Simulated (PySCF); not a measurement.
In(F)(Et)(OH) (C₂H₆FInO), SMILES C[CH2][In]([OH])[F].

Geometry optimised at PBE-D3(BJ)/def2-SVP. The def2 effective core potentials stand for the cores of In; spin–orbit coupling is left out. The values are those of a single conformer.

Method: PBE-D3(BJ)/def2-SVP run with PySCF.

Frequencies are harmonic and unscaled.

Computed harmonic wavenumbers and intensities:
| mode | ν (cm⁻¹) | IR (km/mol) | moving atoms (share of kinetic energy) |
|---|---|---|---|
| 1 | 17 | 3.3 | H 41 %, C 35 %, F 21 % |
| 2 | 64 | 6.0 | O 29 %, C 25 %, F 18 %, H 14 %, In 14 % |
| 3 | 106 | 15.2 | In 28 %, O 28 %, F 18 %, H 17 %, C 8 % |
| 4 | 143 | 13.0 | F 48 %, O 35 %, In 10 % |
| 5 | 225 | 5.3 | C 63 %, H 22 %, In 12 % |
| 6 | 233 | 1.1 | H 86 %, C 10 % |
| 7 | 275 | 65.4 | H 93 % |
| 8 | 452 | 3.7 | C 68 %, H 21 % |
| 9 | 572 | 61.6 | O 72 %, In 14 %, F 10 % |
| 10 | 578 | 63.2 | F 75 %, In 15 %, O 9 % |
| 11 | 626 | 18.8 | H 83 %, C 17 % |
| 12 | 798 | 77.3 | H 93 % |
| 13 | 916 | 0.9 | H 91 %, C 9 % |
| 14 | 938 | 6.8 | H 83 %, C 17 % |
| 15 | 1031 | 3.0 | C 74 %, H 26 % |
| 16 | 1138 | 31.9 | H 69 %, C 31 % |
| 17 | 1198 | 2.0 | H 76 %, C 24 % |
| 18 | 1347 | 5.2 | H 82 %, C 18 % |
| 19 | 1390 | 2.0 | H 89 %, C 11 % |
| 20 | 1421 | 1.7 | H 97 % |
| 21 | 1425 | 8.9 | H 97 % |
| 22 | 2960 | 29.1 | H 97 % |
| 23 | 3002 | 4.2 | H 95 % |
| 24 | 3037 | 11.3 | H 91 %, C 9 % |
| 25 | 3051 | 4.4 | H 91 %, C 9 % |
| 26 | 3070 | 10.7 | H 90 %, C 10 % |
| 27 | 3702 | 32.7 | H 94 % |
